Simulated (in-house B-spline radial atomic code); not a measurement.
RPA and G0W0 for Mo+, [Kr] 4d5, highest spin, as one setting changes: the radius of a hard wall (bohr). Start: PBE. A dash marks a level of low quasi-particle weight. Computed with a B-spline radial code for spherical atoms: all electrons, scalar-relativistic (spin-free one-electron X2C), finite nucleus, each spin shell either full or empty, empty states to l = 9 with an (l + 1/2)⁻⁴ tail; G0W0 by contour deformation at full frequency.

```csv
radius of a hard wall (bohr),mean-field level (eV),G0W0 level (eV),RPA correlation (Eh)
2,42.11,4d up 31.72,-3.1385
2.5,12.047,4d up 3.360,-3.0834
3,0.066,4d up -7.498,-3.0684
3.5,?,?,?
4,-8.098,-,-3.066
5,?,?,?
6,-11.113,4d up -16.213,-3.069
8,-11.402,4d up -16.127,-3.069
12,-11.425,-,-3.0685
```

**Question.** What belongs in the row for 5?

**Answer.** mean-field level (eV): -10.391; G0W0 level (eV): 4d up -15.956; RPA correlation (Eh): -3.068.

**Question.** What belongs in the row for 3.5?

**Answer.** mean-field level (eV): -5.366; G0W0 level (eV): 4d up -12.083; RPA correlation (Eh): -3.0657.
